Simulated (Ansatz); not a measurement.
Ideal-gas functions of CHBrFI (`FC(Br)I`) at 500 K and 1 bar, from an Ansatz frequency run at PBE0-D4/def2-TZVP.

Molar mass 238.82 g/mol, point group C1 (symmetry number 1), electronic degeneracy 1, moments of inertia 97.616, 576.41, 663.163 u Å². Harmonic wavenumbers (cm⁻¹, unscaled): 142, 272, 344, 576, 693, 1116, 1157, 1314, 3162.

Use S(trans) = R[1.5 ln M + 2.5 ln T − 1.1517]; rotational temperatures θ = 24.2544 K / I; S(rot) = R[ln(√π/σ · √(T³/θAθBθC)) + 1.5]; for each mode x = 1.438777 ν̃/T, S = R[x/(eˣ − 1) − ln(1 − e⁻ˣ)] and H = RT x/(eˣ − 1); 1 cm⁻¹ = 0.0119627 kJ/mol; R = 8.31446 J/(mol·K).

By hand: the entropy, in J/(mol·K).

Translation 187.9. Rotation: θ = 0.2485, 0.0421, 0.0366 K, giving 127.4. Vibration, mode by mode: 15.81, 10.56, 8.73, 5.00, 3.83, 1.46, 1.33, 0.93, 0.01, in all 47.7. Electronic 0.0. Sum 363.0 J/(mol·K).

By hand: H − E and G − E in kJ/mol, counted from the electronic energy.

Zero-point energy ½ × 8776 × 0.0119627 = 52.5; thermal vibration 12.9; translation, rotation and pV give 4 RT = 16.6. H − E = 82.0 kJ/mol, and G − E = 82.0 − 500 × 363.0/1000 = -99.5 kJ/mol.

Vibration gives 13 % of the entropy, 15.8 J/(mol·K) of it from the mode under 150 cm⁻¹: soft modes count most, and the harmonic formula is weakest for them. The sum counts one conformer and one mirror image; others add a mixing term.
